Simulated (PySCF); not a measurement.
# C: excitation energy

C [He] 2s2 2p2 (3P) → C [He] 2s1 2p2 3s1 (5P), as a difference of total energies. All numbers are calculated (PySCF 2.14, the non-relativistic Hamiltonian (point nucleus), in aug-cc-pVTZ). Correlated levels: valence: 1s2 frozen. The calculations carry no spin-orbit coupling.

| method | excitation energy (eV) |
| --- | --- |
| UHF | 11.108 |
| MP2 (valence) | 12.519 |
| SCS-MP2 (valence) | 12.874 |
| CCSD (valence) | 12.909 |
| CCSD(T) (valence) | 12.963 |

**Question.** How much does correlation contribute at CCSD(T) (valence)?

**Answer.** 12.963 − (11.108) = 1.855 eV, measured against UHF.

The upper state lies above the first ionisation limit, but in LS coupling its spin forbids autoionisation to the ground ion. A Rydberg-like electron needs more diffuse functions than a valence basis has.

The promoted electron is Rydberg-like, and one or two diffuse shells describe it only roughly, which tends to raise the upper state.
